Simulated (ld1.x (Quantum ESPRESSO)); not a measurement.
# Cu: one change to a PAW potential, before and after

- Element: copper
- Generator: ld1.x (Quantum ESPRESSO) 7.5
- Type: PAW
- Functional: PBEsol
- Relativity: scalar-relativistic
- Frozen core: [Ar]
- Valence charge: 11
- Reference configuration: 3d10 4s1 4p0
- Partial waves: 4s (bound): rcut 1.65, rcutus 2.30 bohr; 4s channel at 1.05 Ry: rcut 1.65, rcutus 2.30 bohr; 4p (bound, empty): rcut 2.05, rcutus 2.80 bohr; 4p channel at 2.1 Ry: rcut 2.05, rcutus 2.80 bohr; 3d (bound): rcut 1.40, rcutus 1.55 bohr; 3d channel at 0.05 Ry: rcut 1.40, rcutus 1.55 bohr
- Local potential: all-electron potential smoothed inside 2.60 bohr (lloc = -1)
- Core correction: Bessel-smoothed model core, default radius (core density twice the valence density)
- Augmentation charge: BESSEL, radius 1.15 bohr

All-electron outer shells of the reference configuration (PBEsol, scalar-relativistic, ld1.x):

```csv
shell,level (eV),outermost node (bohr),outermost maximum (bohr)
3s,-114.40,0.29,0.61
3p,-72.00,0.26,0.62
3d,-5.06,–,0.60
4s,-4.61,0.89,2.27
4p,-0.64,0.98,3.56
```

Change: local potential all-electron potential smoothed inside 2.10 bohr (lloc = -1).

Cutoffs: the cutoffs (Ry, on a coarse ladder) from which the occupation-weighted sum of valence levels, in a spherical-Bessel basis at the reference potential, stays within 10 and 1 mRy of its value at 400 Ry; they do not see the model core or the augmentation charge, which bear on the density cutoff. Errors are all-electron minus pseudo energies relative to the spin-unpolarised reference configuration.

Question: Predict the effect on cutoff, ghosts and configuration errors.

Answer: The potential gets neither clearly harder nor softer (45 Ry and 80 Ry → 45 Ry and 80 Ry); of the 7 tests that both files solve, the error grows in 0 and shrinks in 5 by more than 15 % and 0.3 meV (median size 59.8 → 50.2 meV); neither file shows a bound ghost.

| quantity | base | changed |
| --- | --- | --- |
| cutoff, loose | 45 Ry | 45 Ry |
| cutoff, tight | 80 Ry | 80 Ry |
| bound ghosts | none | none |
| error for 3d10 4s0 4p0, meV [ΔE 8.10 eV] | -9.0 | -6.1 |
| error for 3d9 4s0 4p0, meV [ΔE 29.42 eV] | -60 | -55 |
| error for 3d8 4s0 4p0, meV [ΔE 68.41 eV] | -613 | -519 |
| error for 3d10 4s0 4p1, meV [ΔE 4.17 eV] | -3.5 | -3.1 |
| error for 3d9 4s1 4p1, meV [ΔE 6.86 eV] | -67 | -50 |
| error for 3d9 4s1 4p0, meV [ΔE 11.61 eV] | -63 | -51 |
| error for 3d10 4s0.5 4p0, meV [ΔE 3.15 eV] | -2.1 | -1.5 |
| s: phases at 3.05 bohr within 0.05 rad from the reference energy up to (Ry; the scan ends near 5) | to the end of the scan | to the end of the scan |
| p: phases at 3.05 bohr within 0.05 rad from the reference energy up to (Ry; the scan ends near 5) | 3.5 | 3.5 |
| d: phases at 3.05 bohr within 0.05 rad from the reference energy up to (Ry; the scan ends near 5) | 4.5 | 4.8 |
| lowest overlap eigenvalue by channel | s 0.41, p 0.67, d 1.00 | s 0.40, p 0.63, d 1.00 |
